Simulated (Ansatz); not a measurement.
Cartesian coordinates (Å):
```xyz
13

B      2.2113    -0.1125    -0.0508
C      0.6660    -0.0339    -0.0153
C     -0.1421    -1.1745    -0.2015
C     -1.5328    -1.0524    -0.1609
N     -2.1581     0.1098     0.0495
C     -1.4092     1.2021     0.2284
C     -0.0128     1.1824     0.2051
H      2.8722     0.8835     0.1123
H      2.7596    -1.1700    -0.2417
H      0.3158    -2.1511    -0.3772
H     -2.1713    -1.9319    -0.3044
H     -1.9479     2.1414     0.3990
H      0.5493     2.1071     0.3574
```
Charge 0, multiplicity 1.

Level of theory: frozen-core CCSD(T)/cc-pVTZ // B3LYP-D3(BJ)/def2-SVP (Ansatz, a program for electronic structure). The restricted HF reference is unstable towards unrestricted orbitals.

```yaml
HF energy: -272.03417 Ha
MP2 correlation energy: -1.07890 Ha
```

Estimate the CCSD correlation energy, the (T) correction, the total energy and the T1 diagnostic.


```json
{
 "CCSD correlation energy": "-1.10586 Ha",
 "(T) correction": "-0.05926 Ha",
 "CCSD(T) total energy": "-273.19930 Ha",
 "T1 diagnostic": "0.011"
}
```
